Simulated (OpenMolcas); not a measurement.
## Zr I: the spin-orbit constant, worked from levels

| Quantity | Value |
| --- | --- |
| Program | OpenMolcas 26.06 |
| Basis | ANO-RCC-VDZP [6s5p3d1f] |
| Scalar Hamiltonian | DKH2, point nucleus |
| Active space | 4 electrons in 6 orbitals (4d 5s) |
| State averaging | 2S+1 = 5 even, 15 roots; 2S+1 = 3 even, 71 roots; 2S+1 = 1 even, 50 roots |
| Spin-orbit coupling | RASSI with atomic mean-field integrals over the reference wave functions, term energies averaged over their components |

Methods: CASSCF; MS-CASPT2, IPEA 0.25 Eh, imaginary shift 0.1 Eh (closed shells correlated: 4s 4p). Measured levels: NIST Handbook of Basic Atomic Spectroscopic Data.

**The spin-orbit constant.** For the Hund term 3F of d2, E(J) = (A/2) J(J+1) + constant and ζ = 2S·A = 2A. From J = 2 to J = 4 the energy changes by 7 A.

```json
{"Source": "CASSCF", "E(4) - E(2)": "982.6", "A": "140.4", "ζ": "281"}
{"Source": "MS-CASPT2", "E(4) - E(2)": "995.0", "A": "142.1", "ζ": "284"}
{"Source": "measured", "E(4) - E(2)": "1240.8", "A": "177.3", "ζ": "355"}
```

All in cm-1. MS-CASPT2 is off by -19.8 % and CASSCF by -20.8 %. Both methods take the spin-orbit matrix elements from the reference wave functions, so the second can move ζ only through the term energies and any multistate remixing. Second-order mixing with other terms is absorbed into this ζ.

CASPT2 does not keep the components of a term degenerate, so their means are used; among the terms shown or strongly mixed into the levels shown the widest spread is 230 cm-1 (4d2 5s2 3F, MS-CASPT2). Over all roots computed the reference weight is 0.87 to 0.93 in MS-CASPT2; the roots of lowest weight are the least certain, and an intruder state may touch them. Configurations are named by rounded mean occupations; where the s occupation lies near a half they are strongly mixed, a name can repeat and a true partner stay unpaired. Without dynamic correlation excited terms often stand tens of per cent too high (terms of higher spin than the ground term too low), and those without a measured partner can miss by more than the paired ones (holds for CASSCF). The lowest computed level is not the ground level that NIST lists (3F2) (holds for CASSCF). Blocks of more than 70 roots (2S+1 = 3 even) ran without multistate coupling (holds for MS-CASPT2). Computed and measured levels are paired by configuration, term and J; levels that our copy of the source lacks, or whose pairing is in doubt (as where it misses far off the trend of its configuration), stay unpaired and out of the deviations. Only configurations of the active space appear.
